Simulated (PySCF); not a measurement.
BeSn and its ions

UHF-CCSD(T); basis Be x2c-SVPall, Sn x2c-SVPall; spin-free X2C with a Gaussian nucleus; PySCF 2.14. Neutral (UHF): triplet (π ↑↑), Re = 2.453 Å, ωe = 379 cm⁻¹, De = 0.63 eV.

BeSn⁺ (UHF): doublet (π ↑), Re = 2.678 Å, ωe = 298 cm⁻¹, De = 0.95 eV to Be + Sn⁺. The energies at the minima are -6187.78037 hartree for BeSn and -6187.53012 for BeSn⁺.

Task: Work out the adiabatic ionisation energy, without and with harmonic zero-point energies (1 hartree = 27.2114 eV, 1 eV = 8065.5 cm⁻¹), and the change of the bond length.

Result: At UHF-CCSD(T): 0.25025 hartree = 6.810 eV between the minima; the zero-point term (298.0 − 379.0)/2 cm⁻¹ = -0.005 eV makes it 6.805 eV. Re changes by +22.5 pm against the neutral. The electron leaves a π orbital, and the longer bond of the ion fits a bonding orbital, or a change in how ionic the bond is.

Correlated steps freeze 18 core orbitals. Correlated levels converge slowly with the basis: in double zeta they bind strong bonds too weakly, by up to about 1 eV, and carry superposition errors of some tenths. Spin–orbit coupling is left out, which matters for elements this heavy, above all for dissociation energies. For an ion De counts to the pair picked by the measured ionisation energies or electron affinities, which need not be the lowest pair at this level. States were picked by a PBE0 search and need not be the measured ground states.
